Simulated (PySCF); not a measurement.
**C₆ coefficients of unlike pairs at LC-wPBE**

Calculated with PySCF 2.14 from the dipole response of each species, C₆(A,B) = (3/π) ∫ α_A(iu) α_B(iu) du, in atomic units, from isotropic polarisabilities. For ions this is the dispersion term alone; charge-induced terms of lower order in 1/R come first.

```tsv
species	configuration	basis	relativity	α (bohr³)	C₆ (like pair)
Te	[Kr] 4d10 5s2 5p4 (3P)	aug-cc-pVQZ-PP with ECP28MDF (7s7p5d3f2g)	core potential	37.67	407.7
Pb	[Xe] 4f14 5d10 6s2 6p2 (3P)	aug-cc-pwCVDZ-PP with ECP60MDF (6s5p4d1f)	core potential	58.75	674.5
Xe³⁺	[Kr] 4d10 5s2 5p3 (4S)	aug-cc-pwCVTZ-DK3 (10s9p7d4f1g)	spin-free X2C	9.479	56.51
In²⁺	[Kr] 4d10 5s1 (2S)	aug-cc-pVQZ-PP with ECP28MDF (7s7p5d3f2g)	core potential	14.70	66.45
```

Task: Estimate C₆ for Pb with Te.

Result: The integral gives 518.4. The combination rule 2 C_A C_B / (C_A α_B/α_A + C_B α_A/α_B) gives 514.8 and the geometric mean 524.4.

No spin-orbit coupling is included, so Pb, close to jj coupling, stand for model states.

The other pairs:

| pair | C₆ |
| --- | --- |
| Xe³⁺, Pb | 174.6 |
| In²⁺, Xe³⁺ | 59.40 |
| Xe³⁺, Te | 142.5 |
| In²⁺, Pb | 206.5 |
| In²⁺, Te | 163.0 |
